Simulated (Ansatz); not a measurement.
The same path of ClH3O3Ti + H2 (10 atoms, charge 0, multiplicity 1) was run twice with different band settings. Lost on the way: Ti1–Cl2, H9–H10. Made: Ti1–H9, Cl2–H10.

Method: Ansatz, RKS B3LYP-D4/def2-SVP.

Relaxed end points:

```xyz
10
Properties=species:S:1:pos:R:3
Ti -0.202 -0.330 -0.129
Cl -0.082 -0.116 2.094
O 1.434 -0.427 -0.824
H 2.001 -1.192 -0.987
O -1.019 1.083 -0.838
H -1.956 1.243 -1.009
O -1.113 -1.814 -0.425
H -1.570 -2.554 -0.010
H 1.872 3.005 1.792
H 1.473 2.367 1.915
```

```xyz
10
Properties=species:S:1:pos:R:3
Ti -0.185 0.384 -0.388
Cl 1.548 -0.647 2.409
O 1.436 -0.132 -0.905
H 2.045 -0.659 -0.365
O -1.014 1.345 -1.634
H -1.950 1.459 -1.843
O -1.199 -0.833 0.407
H -1.002 -1.529 1.048
H 0.186 1.428 0.939
H 0.972 0.446 1.911
```

Common settings: spring 5.0 eV/Å²; optimiser quadratic models (default); start path through a guess of the saddle point; force threshold 0.03 eV/Å; iteration limit 60; end points relaxed.

| run | movable images | climbing image |
| --- | --- | --- |
| 1 | 5 | yes |
| 2 | 6 | no |

(1) What does each run give, and how far can it be trusted?

Answers

(1) Run 1: converged after 27 iterations, highest image 1.517 eV above the first end. A vibrational analysis at the climbing image gives one clearly imaginary mode, 301i cm⁻¹: a first-order saddle point.
Run 2: not converged after 60 iterations, highest image 1.490 eV above the first end. The band didn't meet its force threshold, so its energies are provisional: the largest band force was still 0.15 eV/Å, and over the last iterations the top stayed at 1.49 eV. Inner images lie below an end point, which means an intermediate or an end that isn't the lowest structure nearby.
The orbitals stay closed-shell, which can raise the energy where a bond breaks towards radicals; this wasn't checked here.
